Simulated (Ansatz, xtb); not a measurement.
C6H6BN: which of two isomers lies lower

Structure X: `CB1C=CC=C1C#N`, a singlet. Structure Y: `CC1=CC=CB1C#N`, a singlet. Both are isolated molecules in the gas phase, relaxed with PBE0-D3(BJ)/def2-SVP.

Quicker runs give these differences E(Y) − E(X): GFN2-xTB +0.248 eV; HF/STO-3G −0.133 eV (at GFN2-xTB geometries); r2SCAN-D4/def2-SVP +0.106 eV (at GFN2-xTB geometries).

Q: Estimate which is lower in electronic energy at CCSD(T)/def2-SVP + ΔMP2/def2-TZVPP, and by roughly how much.

A: Too close to call at this level: CCSD(T)/def2-SVP + ΔMP2/def2-TZVPP gives E(Y) − E(X) = −0.015 eV.

The same difference at several levels:

```json
{"level": "GFN2-xTB", "geometry": "GFN2-xTB", "E(Y) − E(X) (eV)": "+0.248", "departure from the last row (eV)": "+0.263", "job, with rough time for the two": "optimisation, 0.86 s"}
{"level": "HF/STO-3G", "geometry": "GFN2-xTB", "E(Y) − E(X) (eV)": "−0.133", "departure from the last row (eV)": "−0.119", "job, with rough time for the two": "single point, 5 s"}
{"level": "r2SCAN-D4/def2-SVP", "geometry": "GFN2-xTB", "E(Y) − E(X) (eV)": "+0.106", "departure from the last row (eV)": "+0.121", "job, with rough time for the two": "single point, 19 s"}
{"level": "PBE0-D3(BJ)/def2-SVP", "geometry": "PBE0-D3(BJ)/def2-SVP", "E(Y) − E(X) (eV)": "+0.068", "departure from the last row (eV)": "+0.083", "job, with rough time for the two": "optimisation, 3.5 min"}
{"level": "HF/def2-SVP", "geometry": "PBE0-D3(BJ)/def2-SVP", "E(Y) − E(X) (eV)": "−0.022", "departure from the last row (eV)": "−0.007", "job, with rough time for the two": "part of the CCSD(T) run"}
{"level": "MP2/def2-SVP", "geometry": "PBE0-D3(BJ)/def2-SVP", "E(Y) − E(X) (eV)": "−0.016", "departure from the last row (eV)": "−0.001", "job, with rough time for the two": "part of the CCSD(T) run"}
{"level": "CCSD(T)/def2-SVP", "geometry": "PBE0-D3(BJ)/def2-SVP", "E(Y) − E(X) (eV)": "−0.033", "departure from the last row (eV)": "−0.018", "job, with rough time for the two": "single point"}
{"level": "CCSD(T)/def2-SVP + ΔMP2/def2-TZVPP", "geometry": "PBE0-D3(BJ)/def2-SVP", "E(Y) − E(X) (eV)": "−0.015", "departure from the last row (eV)": "", "job, with rough time for the two": "single point, 4.1 min"}
```

As drawn, both hold the same kinds of bond in the same numbers.

The largest departure from CCSD(T)/def2-SVP + ΔMP2/def2-TZVPP is that of GFN2-xTB, 0.263 eV. The last row adds to CCSD(T) the change of the MP2 difference between the two basis sets, here +0.018 eV.

With thermal terms from frequencies at re-optimised GFN2-xTB minima (ideal gas, soft modes damped towards free rotors, one conformer each, 298.15 K, 1 atm): the zero-point term adds +0.023 eV; ΔH is +0.005 and ΔG +0.019 eV.

The correlated steps freeze 8 core orbitals. Programs: Ansatz 0.2.0, xtb 6.7.1; the last row on 2 threads of Intel(R) Xeon(R) Processor @ 2.50GHz (Skylake/Cascade Lake) on a shared host.
